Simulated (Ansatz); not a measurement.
`C[Si](C)Cl`, charge 0, multiplicity 2.

Task: Give a relaxed structure at PBE0-D4/def2-TZVP (Ansatz). (Best estimate.)

Result: Ansatz gave: 
Cartesian coordinates in Å:
```
C -0.9930 0.5210 1.1043
Si -0.2639 0.5469 -0.6171
C 0.7684 -0.9711 -0.9713
Cl 0.9650 2.2112 -0.7707
H -1.5707 1.4258 1.2994
H -1.6510 -0.3436 1.2225
H -0.1929 0.4546 1.8485
H 0.1521 -1.8711 -0.9026
H 1.5815 -1.0490 -0.2425
H 1.2045 -0.9247 -1.9703
```
Point group Cs.
This is one stationary point; other conformers may exist.
